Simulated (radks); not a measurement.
Numerical settings for neutral tellurium, [Kr] 4d10 5s2 5p4. Calculated with a radial shooting solver on a logarithmic mesh with Libxc functionals: Dirac Kohn-Sham, PBE, spin-unpolarised, spherical densities, finite nucleus; open shells fill j = l - 1/2 first; Fermi nuclear charge, rms radius 4.7423 fm. The defaults (mesh step 0.008 in ln r, mesh end at 40 bohr or more with all orbitals vanishing there, Anderson mixing 0.5 over 9 steps, residual threshold near 1e-9 with the energy settled to 1e-9 hartree or 1e-11 of itself, here a cap of 65 iterations) give E = -6796.6132 hartree and 5p3/2 at -5.622 eV in 13 iterations. Run on one thread of a shared host, so times are rough (Arm Neoverse V1): 0.13 s of CPU time, 0.13 s wall, 13 iterations on 2437 mesh points. Changes against that run (0 stands for a change within the tolerance of the run):

[
 {"setting": "mesh step in ln r 0.2", "iterations": "4", "converged": "no", "E (mhartree)": "diverged", "e(5p3/2) (meV)": "-", "CPU (s)": "0.01"},
 {"setting": "mesh step in ln r 0.005", "iterations": "14", "converged": "yes", "E (mhartree)": "0", "e(5p3/2) (meV)": "0", "CPU (s)": "0.21"},
 {"setting": "mesh step in ln r 0.003", "iterations": "15", "converged": "yes", "E (mhartree)": "0", "e(5p3/2) (meV)": "0", "CPU (s)": "0.37"},
 {"setting": "mesh end (bohr) 8", "iterations": "13", "converged": "yes", "E (mhartree)": "+2.41", "e(5p3/2) (meV)": "+120", "CPU (s)": "0.12"},
 {"setting": "mesh end (bohr) 12", "iterations": "13", "converged": "yes", "E (mhartree)": "+0.0128", "e(5p3/2) (meV)": "+1.37", "CPU (s)": "0.13"},
 {"setting": "residual threshold 1e-05", "iterations": "9", "converged": "yes", "E (mhartree)": "0", "e(5p3/2) (meV)": "-0.0117", "CPU (s)": "0.11"},
 {"setting": "residual threshold 0.001", "iterations": "9", "converged": "yes", "E (mhartree)": "0", "e(5p3/2) (meV)": "-0.0117", "CPU (s)": "0.11"},
 {"setting": "mixing 0.05", "iterations": "20", "converged": "yes", "E (mhartree)": "0", "e(5p3/2) (meV)": "0", "CPU (s)": "0.18"},
 {"setting": "linear mixing, mixing 1", "iterations": "65", "converged": "no", "E (mhartree)": "+4.13e+04", "e(5p3/2) (meV)": "-2.61e+05", "CPU (s)": "1.5"},
 {"setting": "linear mixing, mixing 0.2", "iterations": "65", "converged": "no", "E (mhartree)": "0", "e(5p3/2) (meV)": "0", "CPU (s)": "0.47"},
 {"setting": "mixing history 20", "iterations": "14", "converged": "yes", "E (mhartree)": "0", "e(5p3/2) (meV)": "0", "CPU (s)": "0.15"},
 {"setting": "iteration cap 5", "iterations": "5", "converged": "no", "E (mhartree)": "+0.0554", "e(5p3/2) (meV)": "+89.7", "CPU (s)": "0.06"}
]

Settings that end as converged yet miss the energy by more than 1 mhartree: mesh end (bohr) 8 (+0.00241 hartree). A mesh that ends early acts as a hard wall.
